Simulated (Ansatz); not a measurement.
Nb(F)3(OH)2 (F3H2NbO2), SMILES [OH][Nb]([OH])([F])([F])[F], multiplicity 1.

Geometry: r2SCAN-D4/def2-SVP. A frequency run showed that this geometry is not a minimum. The spin state was assumed, not searched. The structure was generated by enumeration; whether it is a known compound was not checked. The def2 effective core potentials stand for the cores of Nb; spin–orbit coupling is left out. One conformer was computed; it need not be the lowest.

Two levels are set side by side: PBE/def2-SVPD (Ansatz, an electronic-structure program) and PBE0/def2-SVPD (Ansatz). Energy differences of separate SCF runs at the same geometry; the states with an electron removed or added have multiplicity 2 and 2. Differences are taken from unrounded values.

```json
[
 {"quantity": "vertical ionisation energy (eV)", "PBE0": "12.10"},
 {"quantity": "vertical singlet–triplet gap (eV)", "PBE0": "5.63"}
]
```

What does PBE give, and how far is it from PBE0? (Estimate from the structure and the level; the computed values follow.)


```json
[
 {"quantity": "vertical ionisation energy (eV)", "PBE": "11.52", "PBE minus PBE0": "-0.58"},
 {"quantity": "vertical singlet–triplet gap (eV)", "PBE": "5.45", "PBE minus PBE0": "-0.18"}
]
```
